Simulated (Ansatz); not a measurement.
The same path of H2S + H5NOSi (11 atoms, charge 0, multiplicity 1) was run 3 times with different band settings. Lost on the way: Si1–O2, H6–S7. Made: Si1–S7, O2–H6.

Computed with RKS CAM-B3LYP/def2-SVP in Ansatz.

Relaxed end points:

```xyz
11
Properties=species:S:1:pos:R:3
Si -0.041 -1.088 -0.462
O 0.386 0.471 -0.017
H 0.739 -1.515 -1.654
H -1.489 -0.953 -0.739
N 0.253 -2.287 0.726
H -0.277 2.422 -0.411
S -0.502 3.747 -0.569
H 1.304 0.625 0.234
H 1.054 -2.905 0.695
H -0.257 -2.356 1.598
H -1.169 3.840 0.600
```

```xyz
11
Properties=species:S:1:pos:R:3
Si -0.439 -0.710 -1.102
O -0.198 1.540 1.556
H -0.096 -1.596 -2.248
H -1.859 -0.932 -0.724
N 0.461 -1.035 0.372
H 0.628 1.981 1.792
S 0.015 1.266 -1.744
H 0.067 0.615 1.364
H 1.476 -1.064 0.294
H 0.143 -1.823 0.933
H -0.198 1.759 -0.492
```

Common settings: spring 5.0 eV/Å²; optimiser quadratic models (default); start path through a guess of the saddle point; iteration limit 60; end points relaxed.

| run | movable images | climbing image | force threshold |
| --- | --- | --- | --- |
| 1 | 9 | yes | 0.03 eV/Å |
| 2 | 9 | yes | 0.2 eV/Å |
| 3 | 2 | no | 0.03 eV/Å |

Task: What does each run give, and how far can it be trusted?

Result: Run 1: converged after 22 iterations, highest image 1.412 eV above the first end. A vibrational analysis at the climbing image gives one clearly imaginary mode, 207i cm⁻¹: a first-order saddle point.
Run 2: converged after 20 iterations, highest image 1.414 eV above the first end. The threshold of 0.2 eV/Å is loose, so the images may lie well off the minimum-energy path. Another band between the same ends (9 images) ends at a top of the same energy, where a vibrational analysis finds 1 clearly imaginary mode.
Run 3: converged after 23 iterations, highest image 0.377 eV above the first end. No image climbed, so the highest image needn't sit at the top of the path. A band with more images between the same ends climbed to 1.41 eV, so this one has probably stepped over the top. So few images can step over the top or miss a turn of the path.
The orbitals stay closed-shell, which can raise the energy where a bond breaks towards radicals; this wasn't checked here.
